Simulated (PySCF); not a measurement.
C₅H₉F₃O.
SMILES with atom numbers: `[CH3:1][CH:2]([CH3:3])[O:4][CH2:5][C:6]([F:7])([F:8])[F:9]` (hydrogens: H10, H11, H12 on C1; H13 on C2; H14, H15, H16 on C3; H17, H18 on C5)

Structure used (GFN2-xTB), in Å, numbered top down from 1:
```
atom  x, y, z in Å
C1    -1.807   -0.214    1.347
C2    -0.659    0.234    0.446
C3    -1.143    1.194   -0.636
O4    -0.106   -0.945   -0.167
C5     1.259   -1.143   -0.051
C6     2.106   -0.215   -0.936
F7     1.674   -0.154   -2.197
F8     2.149    1.048   -0.480
F9     3.380   -0.642   -0.977
H10   -2.272    0.648    1.815
H11   -2.547   -0.744    0.754
H12   -1.441   -0.884    2.122
H13    0.112    0.722    1.056
H14   -1.877    0.694   -1.262
H15   -1.598    2.069   -0.179
H16   -0.319    1.521   -1.264
H17    1.625   -1.017    0.980
H18    1.456   -2.166   -0.385
```

Method used: PBE0/pcSseg-1 in PySCF (dipole) on a GFN2-xTB geometry, gas phase.

Take the most abundant isotopes and a rigid rotor. The values belong to one conformer with, in the numbering `[CH3:1][CH:2]([CH3:3])[O:4][CH2:5][C:6]([F:7])([F:8])[F:9]`, C1–C2–O4–C5 -127°, C2–O4–C5–C6 -74°.

Q: Give the principal moments of inertia and the rotational constants in cm⁻¹.

A: Ia = 162.12, Ib = 531.24, Ic = 575.01 u·Å²; 505379 MHz·u·Å²/I gives 3117, 951.3 and 878.9 MHz, that is A = 0.10398, B = 0.03173, C = 0.02932 cm⁻¹.

Q: What kind of rotor is it?

A: A near-prolate asymmetric top: κ = (2 × 951.3 − 3117 − 878.9)/(3117 − 878.9) = -0.94.

Q: Is it planar, by Δ = Ic − Ia − Ib?

A: Not planar: Δ = Ic − Ia − Ib = -118.34 u·Å². For a rigid frame Δ = −2 Σ m c², so Σ m c² = 59.17 u·Å² lies off the ab plane: 6.66 from hydrogen and 52.51 from heavier atoms. The atom farthest from that plane is 1.29 Å away.

Q: List the rotational levels J(Ka,Kc) to J = 5 (MHz).

A: Above 0(0,0):
J = 1: 1(0,1) 1830, 1(1,1) 3996, 1(1,0) 4069
J = 2: 2(0,2) 5489, 2(1,2) 7584, 2(1,1) 7802, 2(2,1) 14300, 2(2,0) 14302
J = 3: 3(0,3) 10972, 3(1,3) 12965, 3(1,2) 13400, 3(2,2) 19790, 3(2,1) 19799, 3(3,1) 30803, 3(3,0) 30803
J = 4: 4(0,4) 18275, 4(1,4) 20138, 4(1,3) 20862, 4(2,3) 27110, 4(2,2) 27137, 4(3,2) 38127, 4(3,1) 38127, 4(4,1) 53540, 4(4,0) 53540
J = 5: 5(0,5) 27391, 5(1,5) 29100, 5(1,4) 30186, 5(2,4) 36257, 5(2,3) 36319, 5(3,3) 47284, 5(3,2) 47285, 5(4,2) 62695, 5(4,1) 62695, 5(5,1) 82512, 5(5,0) 82512
The levels of one J sum to (2J + 1)J(J + 1)(A + B + C)/3.

Q: Which lines would a microwave search look for?

A: The dipole components are |μa| = 1.53 D, |μb| = 0.96 D, |μc| = 0.96 D. The squared components, which scale the intensities, stand as 1.00 : 0.40 : 0.39 (a : b : c). Some lines, for components of 0.1 D or more:

| type | branch | J(Ka,Kc) | MHz | lower level (cm⁻¹) |
| --- | --- | --- | --- | --- |
| b | R | 4(1,3) ← 3(2,2) | 1071 | 0.660 |
| c | Q | 4(1,4) ← 4(0,4) | 1862 | 0.610 |
| c | Q | 1(1,1) ← 1(0,1) | 2166 | 0.061 |
| b | R | 3(0,3) ← 2(1,2) | 3388 | 0.253 |
| c | Q | 5(2,4) ← 5(1,4) | 6071 | 1.007 |
| c | Q | 3(2,2) ← 3(1,2) | 6391 | 0.447 |
| b | Q | 2(2,1) ← 2(1,2) | 6715 | 0.253 |
| a | R | 4(1,3) ← 3(1,2) | 7462 | 0.447 |
| c | R | 3(1,2) ← 2(0,2) | 7911 | 0.183 |
| a | R | 5(0,5) ← 4(0,4) | 9116 | 0.610 |
| c | R | 2(2,1) ← 1(1,1) | 10303 | 0.133 |
| b | R | 2(2,0) ← 1(1,1) | 10305 | 0.133 |
| b | Q | 5(3,2) ← 5(2,3) | 10966 | 1.211 |
| b | Q | 3(3,1) ← 3(2,2) | 11013 | 0.660 |
| c | R | 3(2,1) ← 2(1,1) | 11998 | 0.260 |
| b | R | 3(2,1) ← 2(1,2) | 12215 | 0.253 |
| b | R | 5(2,4) ← 4(1,3) | 15395 | 0.696 |
| c | Q | 5(4,2) ← 5(3,2) | 15410 | 1.577 |
| c | R | 3(3,1) ← 2(2,1) | 16503 | 0.477 |
| b | R | 4(3,2) ← 3(2,1) | 18328 | 0.660 |
| c | R | 4(3,2) ← 3(2,2) | 18337 | 0.660 |
| c | R | 5(4,2) ← 4(3,2) | 24568 | 1.272 |

Not checked by GFN2-xTB frequencies. These are rigid-rotor constants of the computed structure; measured ground-state constants (B0) also hold zero-point vibration. A rigid rotor knows nothing of internal rotation, which can split or shift real lines.
